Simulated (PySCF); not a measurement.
**Low-lying terms of N⁵⁺ (nitrogen, charge +5)**

Ground state 1s2, ¹S. Computed with PySCF 2.14 in aug-cc-pVTZ with one added diffuse shell each of s, p, d, f type (6s5p4d3f, 62 functions), with no relativity, point nucleus. Vertical excitation energies in eV without spin-orbit coupling; excited terms of each kind are numbered among those the solver found. Frozen: nothing.

```
 term  leading excitation  EOM-EE-CCSD
 1 3S              1s → s       419.25
1 3P°              1s → p       425.78
 1 1S              1s → s       425.85
1 1P°              1s → p       430.12
 2 3S              1s → s       494.29
 2 1S              1s → s       495.99
2 3P°              1s → p       496.23
 1 3D              1s → d       496.97
 1 1D              1s → d       497.00
2 1P°              1s → p       497.62
1 3F°              1s → f       520.70
1 1F°              1s → f       520.70
 2 3D              1s → d       520.81
 2 1D              1s → d       520.82
```

Doubly excited terms such as np² are absent. The solver can miss terms.
